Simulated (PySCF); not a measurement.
Species: C5H12N2OSi.
Atom-mapped SMILES: `[CH3:1][C:2](=[O:3])[NH:4][C@@H:5]1[CH2:6][NH:7][SiH2:8][CH2:9]1`

Structure used (GFN2-xTB), in Å, numbered top down from 1:
```
atom  x, y, z in Å
C1     3.1913   -0.1280   -0.4428
C2     1.9598   -0.9218   -0.0501
O3     1.9901   -2.0915    0.2680
N4     0.8199   -0.1982   -0.0905
C5    -0.4834   -0.7388    0.2249
C6    -1.4077   -0.5963   -0.9885
N7    -1.8169    0.7951   -1.0227
Si8   -1.9489    1.5284    0.5259
C9    -1.1178    0.0456    1.3765
H10    3.1283    0.1499   -1.4929
H11    3.2676    0.7766    0.1559
H12    4.0755   -0.7394   -0.2896
H13    0.8380    0.7670   -0.3787
H14   -0.3191   -1.7909    0.4758
H15   -0.8744   -0.8562   -1.9083
H16   -2.2634   -1.2763   -0.8857
H17   -2.3626    1.0461   -1.8296
H18   -3.3034    1.7634    1.0367
H19   -1.1595    2.7645    0.5308
H20   -0.3640    0.2971    2.1186
H21   -1.8584   -0.5793    1.8733
```

NICS = −σ at a ghost point: NICS(0) at the centroid of the ring atoms, NICS(1) 1 Å to either side along the normal of their mean plane, zz for the tensor component along that normal. Level: GIAO PBE0/pcSseg-1 (PySCF, non-relativistic, gas phase) on the GFN2-xTB geometry, one conformer.

Ring bond lengths (Å), with Mayer bond orders in brackets: C5–C6 1.532 (1.00), C6–N7 1.451 (0.95), N7–Si8 1.719 (1.00), Si8–C9 1.901 (0.92), C9–C5 1.531 (1.01).

**Question.** What do the NICS probes read (ppm)?

**Answer.** 
```tsv
ring	type	NICS(0)	NICS(1), two faces	NICS(1)zz, two faces	rms pucker (Å)	centre to ring atoms, mean (Å)
C5–C6–N7–Si8–C9	5-membered ring with N and Si; formal bonds all single	-6.0	-2.9 / -3.6	-4.5 / -6.2	0.17	1.36
```

**Question.** What can be read from them?

**Answer.** 
- C5–C6–N7–Si8–C9: mean NICS(1)zz -5.4 ppm, shielded. C5, C6, Si8, C9 have four or more neighbours; no verdict on aromaticity is drawn.

**Question.** Give the inner angles of the rings and the Hirshfeld charges of the ring atoms.

**Answer.** 
- C5–C6–N7–Si8–C9: C5 107.3° (+0.025 e), C6 106.1° (-0.031 e), N7 114.2° (-0.252 e), Si8 92.1° (+0.365 e), C9 104.1° (-0.167 e); sum 523.9° against 540° for a flat convex ring.
